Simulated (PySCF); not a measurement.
C2H5ClGe, C3H8Ge, C2H6GeN (calculated)

Calculation on a computer-drawn molecule: the log of a Hartree-Fock and frozen-core CCSD(T) single point meant for a local Hartree-Fock minimum, with one planted fault or none, to be diagnosed. Offsets are logged minus clean, where the clean run is the same molecule without the fault. The reference is restricted for singlets and unrestricted otherwise, and also for a bond in bohr or an excited solution. Adding or removing an electron swaps singlet and doublet. The excited solution moves the top pair (singlet) or top alpha electron (doublet) to the lowest empty orbital. Highest occupied and lowest empty are orbital energies over both spins, largest force is the largest gradient component, triples share is (T) over the correlation energy, the T1 limit is 0.02 restricted and 0.045 unrestricted, electrons count all cores, a negative frequency is imaginary (commonest isotopes), and the dipole is about the centre of nuclear charge; on germanium a core potential holds 10 electrons, which the energies leave out, and 3d is frozen in MP2 and coupled-cluster steps. Program: PySCF 2.14.0.

Common to all runs: meant charge 0; meant basis and core potential on germanium cc-pVDZ-PP ECP10MDF; logged SCF converged yes; logged CC converged yes; logged SCF stable within its kind yes; possible faults no fault, one electron removed, one electron added, multiplicity raised by two, geometry at a saddle point, SCF held on an excited solution, minimal basis STO-3G, one bond length entered in bohr, all coordinates scaled.

(1) C2H5ClGe

Logged structure:
```xyz
9
C2H5ClGe
C     -0.0823     2.2910    -0.1479
C      1.0122     1.2187    -0.0536
Ge     1.2926     0.3943     1.7474
Cl    -0.7423    -0.4882     1.9834
H     -0.1419     2.6978    -1.1602
H      0.1154     3.1302     0.5257
H     -1.0596     1.8804     0.1072
H      0.7919     0.3937    -0.7423
H      1.9805     1.6342    -0.3564
```

* meant multiplicity: 1
* meant basis: cc-pV(D+d)Z
* logged electrons: 66
* logged basis functions: 99
* logged spin squared: 2.0165
* logged highest occupied: -7.6401 eV
* logged lowest empty: -0.57633 eV
* logged largest force: 0.027906 hartree/bohr
* logged T1 diagnostic: 0.015287
* logged D1 diagnostic: 0.072452
* logged triples share: 0.028854
* logged dipole magnitude: 3.4949 debye
* logged energy HF: -831.51606 hartree
* logged energy CCSD(T): -832.06971 hartree
* planted fault: multiplicity raised by two
* HF energy offset from clean run: 30.9 kcal/mol
* CCSD(T) energy offset from clean run: 42.32 kcal/mol

Drawn bonds:
```tsv
atom	other atom	order
1	2	1
2	3	1
3	4	1
1	5	1
1	6	1
1	7	1
2	8	1
2	9	1
```

(2) C3H8Ge

Logged structure:
```xyz
12
C3H8Ge
C     -0.9496    -1.3194    -0.5995
C      0.3428    -0.7025    -0.1309
Ge     0.7189     1.0093     0.0875
C     -0.4936     2.5033    -0.2407
H     -1.7138    -0.5706    -0.8167
H     -1.3606    -1.9985     0.1549
H     -0.7997    -1.9090    -1.5100
H      1.1432    -1.3987     0.1013
H      2.1020     1.4214     0.5755
H     -0.0751     3.1664    -0.9996
H     -0.6393     3.0765     0.6764
H     -1.4605     2.1367    -0.5858
```

- meant multiplicity: 1
- meant basis: cc-pVDZ
- logged electrons: 57
- logged basis functions: 105
- logged spin squared: 0.7579
- logged highest occupied: -15.823 eV
- logged lowest empty: -5.5489 eV
- logged largest force: 0.077146 hartree/bohr
- logged T1 diagnostic: 0.013705
- logged D1 diagnostic: 0.055954
- logged triples share: 0.027965
- logged dipole magnitude: 0.3019 debye
- logged energy HF: -411.34973 hartree
- logged energy CCSD(T): -411.90411 hartree
- planted fault: one electron removed
- HF energy offset from clean run: 144.6 kcal/mol
- CCSD(T) energy offset from clean run: 176.3 kcal/mol

Drawn bonds:
```tsv
atom	other atom	order
1	2	1
2	3	2
3	4	1
1	5	1
1	6	1
1	7	1
2	8	1
3	9	1
4	10	1
4	11	1
4	12	1
```

(3) C3H8Ge

Structure as in entry 2.

* meant multiplicity: 1
* meant basis: cc-pVDZ
* logged electrons: 58
* logged basis functions: 105
* logged spin squared: 0
* logged highest occupied: -7.5639 eV
* logged lowest empty: 2.9095 eV
* logged largest force: 1.343e-05 hartree/bohr
* logged lowest frequency: 108.47 cm⁻¹
* logged T1 diagnostic: 0.010632
* logged D1 diagnostic: 0.037191
* logged triples share: 0.032775
* logged dipole magnitude: 1.2703 debye
* logged energy HF: -411.58019 hartree
* logged energy CCSD(T): -412.18512 hartree
* planted fault: no fault
* HF energy offset from clean run: 0 kcal/mol
* CCSD(T) energy offset from clean run: 0 kcal/mol

Drawn bonds:
```tsv
atom	other atom	order
1	2	1
2	3	2
3	4	1
1	5	1
1	6	1
1	7	1
2	8	1
3	9	1
4	10	1
4	11	1
4	12	1
```

(4) C2H6GeN

Logged structure:
```xyz
10
C2H6GeN
C      1.5288    -0.4602     1.4644
C      0.8735     0.7391     0.8393
N      1.1982     1.1725    -0.2908
Ge     0.4292     2.6492    -1.1183
H      0.7792    -1.2285     1.6738
H      2.2911    -0.8637     0.8007
H      1.9825    -0.1821     2.4197
H      0.0888     1.2002     1.4562
H      1.5509     3.6694    -1.3787
H     -0.1586     2.1740    -2.4582
```

* meant multiplicity: 2
* meant basis: cc-pVDZ
* logged electrons: 56
* logged basis functions: 95
* logged spin squared: 0
* logged highest occupied: -15.859 eV
* logged lowest empty: -6.4581 eV
* logged largest force: 0.059222 hartree/bohr
* logged T1 diagnostic: 0.027357
* logged D1 diagnostic: 0.11341
* logged triples share: 0.039376
* logged dipole magnitude: 2.9726 debye
* logged energy HF: -426.74082 hartree
* logged energy CCSD(T): -427.33525 hartree
* planted fault: one electron removed
* HF energy offset from clean run: 172.4 kcal/mol
* CCSD(T) energy offset from clean run: 167.2 kcal/mol

Drawn bonds:
```tsv
atom	other atom	order
1	2	1
2	3	1
3	4	2
1	5	1
1	6	1
1	7	1
2	8	1
4	9	1
4	10	1
```

Notes: T1 above single-reference limit.

(5) C2H6GeN

Logged structure:
```xyz
10
C2H6GeN
C      1.6510    -0.4970     1.5815
C      0.9433     0.7982     0.9064
N      1.2941     1.2663    -0.3141
Ge     0.4635     2.8612    -1.2077
H      0.8415    -1.3268     1.8077
H      2.4743    -0.9328     0.8648
H      2.1411    -0.1967     2.6133
H      0.0959     1.2962     1.5727
H      1.6750     3.9630    -1.4890
H     -0.1713     2.3479    -2.6548
```

* meant multiplicity: 2
* meant basis: cc-pVDZ
* logged electrons: 57
* logged basis functions: 95
* logged spin squared: 1.0674
* logged highest occupied: -8.8541 eV
* logged lowest empty: 0.83569 eV
* logged largest force: 0.062408 hartree/bohr
* logged T1 diagnostic: 0.04539
* logged D1 diagnostic: 0.20862
* logged triples share: 0.037423
* logged dipole magnitude: 1.9226 debye
* logged energy HF: -426.96432 hartree
* logged energy CCSD(T): -427.57068 hartree
* planted fault: all coordinates scaled, by +8.0 %
* HF energy offset from clean run: 32.2 kcal/mol
* CCSD(T) energy offset from clean run: 19.46 kcal/mol

Drawn bonds:
```tsv
atom	other atom	order
1	2	1
2	3	1
3	4	2
1	5	1
1	6	1
1	7	1
2	8	1
4	9	1
4	10	1
```

Notes: T1 above single-reference limit.
